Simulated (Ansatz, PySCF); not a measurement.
Molecule: C2H8GeN, net charge 0, doublet state. SMILES: CC[N][GeH3]
Geometry: optimised at B3LYP-D3(BJ)/def2-TZVP (Ansatz, a quantum-chemistry and plane-wave program).

Quantity: size of the dipole moment, in D. Set-up: no spin-orbit coupling; dispersion terms only where a functional's name holds one; 6-31G* and kin with 6d, 5d where marked; open shells spin-unrestricted; non-relativistic; LANL2DZ with its own core potentials from Na on. First-principles rows: single points at B3LYP-D3(BJ) geometries (Ansatz).

```
level                                  program  size of the dipole moment (D)
-------------------------------------  -------  -----------------------------
SVWN5/6-31G*                            Ansatz                           1.52
PBE/STO-3G                              Ansatz                           1.44
PBE/def2-SVP                            Ansatz                           1.37
PBE/6-31G* with LANL2DZ past Ar         Ansatz                           1.43
BP86/6-31G* with LANL2DZ past Ar (5d)    PySCF                           1.43
B3LYP/6-31G*                            Ansatz                           1.44
B3LYP/def2-SVP                          Ansatz                           1.39
```

No value to compare with is used here. The 7 habitual levels span 1.37 (PBE/def2-SVP) to 1.52 D (SVWN5/6-31G*).

The levels are drawn from those run, B3LYP/6-31G* more often than the rest, none by its result; left out are runs that failed, that the program found above a lower state of the same kind, or whose <S^2> lies over 0.5 above the pure value.
